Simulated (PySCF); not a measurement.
Estimate the missing entries of this data sheet.

Species: C₄H₈OSi₂.
SMILES with atom numbers: `[CH:1]#[C:2][SiH2:3][O:4][SiH2:5][CH:6]=[CH2:7]` (hydrogens: H8 on C1; H9, H10 on Si3; H11, H12 on Si5; H13 on C6; H14, H15 on C7)

Conformer (atom-mapped SMILES and torsion angles): `[CH:1]#[C:2][SiH2:3][O:4][SiH2:5][CH:6]=[CH2:7]`: C2–Si3–O4–Si5 36°, Si3–O4–Si5–C6 93°, O4–Si5–C6–C7 -7°.

| property | level | value |
| --- | --- | --- |
| point group of the GFN2-xTB geometry | GFN2-xTB | ? |
| rotational constants A, B, C of the GFN2-xTB geometry | GFN2-xTB | ? |
| dipole moment | PBE0/pcSseg-1 | 0.69 D |
| HOMO energy | PBE0/pcSseg-1 | -7.96 eV |
| LUMO energy | PBE0/pcSseg-1 | ? |
| 13C chemical shifts (computed TMS as zero) by class | GIAO PBE0/pcSseg-1 | ? |
| 1H chemical shifts (computed TMS as zero) by class | GIAO PBE0/pcSseg-1 | ? |
| isotropic shieldings of nuclei other than C and H, by class | GIAO PBE0/pcSseg-1 | ? |

The electronic properties come from PySCF, for the isolated species, density fitting.

Problem. The 13C chemical shifts (computed TMS as zero) by class?

Solution. 143.1 (C6), 142.1 (C7), 102.8 (C1), 88.8 (C2) ppm.

Problem. Give the rotational constants A, B, C of the GFN2-xTB geometry.

Solution. 3.412, 0.859, 0.799 GHz.

Problem. What are the isotropic shieldings of nuclei other than C and H, by class?

Solution. 318 (O4), 385 (Si5), 404 (Si3) ppm.

Problem. Give the point group of the GFN2-xTB geometry.

Solution. C1.

Problem. The LUMO energy?

Solution. -0.43 eV.

Problem. The 1H chemical shifts (computed TMS as zero) by class?

Solution. 6.60 (H14), 6.33 (H15), 6.22 (H13), 5.39 (H11/H12), 5.32 (H9/H10), 2.03 (H8) ppm.

The rotational constants make it an asymmetric top with κ = (2B − A − C)/(A − C) = -0.95, nearer the prolate limit (−1). In atomic units the dipole is 0.27 e·bohr (1 au = 2.5417 D). With B = h/(8π²I), that is 505.379 GHz u Å² over I, the principal moments of inertia are 148.1, 588.6 and 632.2 u Å² (most abundant isotopes). A dipole of 0.69 D is allowed in C1, and pure rotational transitions are dipole-allowed.

One conformer stands for the species.
